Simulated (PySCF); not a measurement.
Ge(F)2(Br)(NH2) (BrF2GeH2N), SMILES [Ge]([F])([NH2])([F])[Br].

The structure is a stationary point at B3LYP-D3(BJ)/def2-SVP. This is a generated structure with no PubChem entry under its InChIKey; it may be hypothetical. Other conformers were not sampled.

All values below come from B3LYP-D3(BJ)/def2-SVP (PySCF).

Frequencies are harmonic and unscaled.

Computed harmonic wavenumbers and intensities:
| mode | ν (cm⁻¹) | IR (km/mol) | Raman (Å⁴/amu) | depolarisation | moving atoms (share of kinetic energy) |
|---|---|---|---|---|---|
| 1 | 41 | 22.9 | 1.0 | 0.75 | H 77 %, F 20 % |
| 2 | 144 | 9.6 | 2.5 | 0.71 | N 39 %, F 27 %, H 14 %, Br 12 %, Ge 9 % |
| 3 | 169 | 0.2 | 0.6 | 0.75 | F 55 %, Ge 22 %, Br 11 %, H 10 % |
| 4 | 231 | 6.4 | 7.4 | 0.38 | F 48 %, Br 32 %, N 14 % |
| 5 | 234 | 23.1 | 1.2 | 0.74 | F 71 %, Ge 21 % |
| 6 | 244 | 17.2 | 1.1 | 0.75 | N 36 %, F 31 %, H 25 % |
| 7 | 328 | 56.4 | 4.1 | 0.09 | Ge 55 %, Br 28 %, F 11 % |
| 8 | 522 | 233.8 | 7.8 | 0.11 | H 67 %, N 30 % |
| 9 | 706 | 36.0 | 13.1 | 0.02 | F 61 %, N 24 %, Ge 8 % |
| 10 | 752 | 67.2 | 2.2 | 0.75 | F 75 %, Ge 23 % |
| 11 | 758 | 66.2 | 5.3 | 0.65 | N 39 %, Ge 24 %, F 24 %, H 13 % |
| 12 | 896 | 20.4 | 0.2 | 0.75 | H 85 %, N 12 % |
| 13 | 1536 | 32.4 | 4.6 | 0.74 | H 91 %, N 9 % |
| 14 | 3532 | 43.9 | 107.7 | 0.09 | H 96 % |
| 15 | 3630 | 42.5 | 60.3 | 0.75 | H 91 %, N 9 % |
